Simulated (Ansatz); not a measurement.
Reaction (ligand exchange at the Si–C bond): `O[SiH](O)C[SiH2]Cl` + HCl → `Cl[SiH2]Cl` + `C[SiH](O)O`

Isolated molecules relaxed with PBE0-D4/def2-TZVP in Ansatz; ΔE leaves out vibrations. CCSD(T)/CBS adds triple-zeta CCSD(T) − MP2 to the extrapolated MP2 energy (def2 sets, frozen cores). This one scheme is used for every species. Functionals use def2-TZVPP. One conformer a species, not always the lowest.

| level | ΔE (kJ/mol) | difference from CCSD(T)/CBS |
| --- | --- | --- |
| PBE-D4 | -72.9 | 2.3 |
| ωB97M-V | -75.5 | -0.3 |
| B2PLYP | -83.7 | -8.5 |
| r2SCAN | -80.9 | -5.7 |
| HF/def2-TZVPP | -94.9 | -19.7 |
| CCSD/def2-TZVPP | -74.7 | 0.5 |
| CCSD(T)/def2-TZVPP | -72.0 | 3.2 |
| HF/def2-QZVPP | -95.5 | -20.3 |
| HF/CBS(def2) | -95.6 | -20.4 |
| MP2/CBS(def2) | -78.4 | -3.2 |
| CCSD(T)/CBS | -75.2 | 0 |

Largest T1 diagnostic among the species: 0.011.

The D4 term adds +13.4 kJ/mol with B3LYP and +7.8 kJ/mol with PBE0; it sums over pairs of atoms, weighted by their polarisabilities, and B3LYP, whose exchange is more repulsive, gets the larger term. In def2-TZVPP, CCSD(T) changes the Hartree–Fock value by +22.8 kJ/mol (the triples alone add +2.7 kJ/mol) and MP2 by +19.7 kJ/mol.

B3LYP here is the variant with VWN-RPA as its local correlation; programs differ in this.
